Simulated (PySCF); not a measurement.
TPSS on Au⁻ (gold, charge -1), [Xe] 4f14 5d10 6s2, closed-shell 1S. Computed with PySCF 2.14 in def2-TZVPPD with the def2 core potential (60 electrons) (6s5p3d2f1g, 59 functions), with a scalar-relativistic core potential.

```
cycle= 1 E= -135.743332927038  delta_E= -0.0151  |g|= 0.115  |ddm|= 0.616
cycle= 2 E= -135.732165663081  delta_E= 0.0112  |g|= 0.207  |ddm|= 0.349
cycle= 3 E= -135.748104714709  delta_E= -0.0159  |g|= 0.00118  |ddm|= 0.228
cycle= 4 E= -135.748105090785  delta_E= -3.76e-07  |g|= 0.000255  |ddm|= 0.000702
cycle= 5 E= -135.748105119983  delta_E= -2.92e-08  |g|= 3.66e-06  |ddm|= 0.000425
cycle= 6 E= -135.748105119992  delta_E= -8.78e-12  |g|= 3.64e-08  |ddm|= 9.11e-06
converged SCF energy = -135.748105119992  <S^2> = -3.5527137e-15  2S+1 = 1
```

Highest occupied orbital energy: 0.923 eV; ⟨L²⟩ = 0.00; populations by l: s 4.00, p 6.00, d 10.00, f 0.00.

Problem. Can this result be used?

Solution. With care. Self-consistency was reached. Energies and moments cover only the electrons outside the core potential. Spin-orbit coupling, which splits the p, d and f shells strongly at this Z, is absent. At TPSS the highest occupied level has a positive energy, so only the finite basis holds that electron; in a semilocal or global hybrid functional this comes from self-interaction and does not mean that the real anion is unbound.
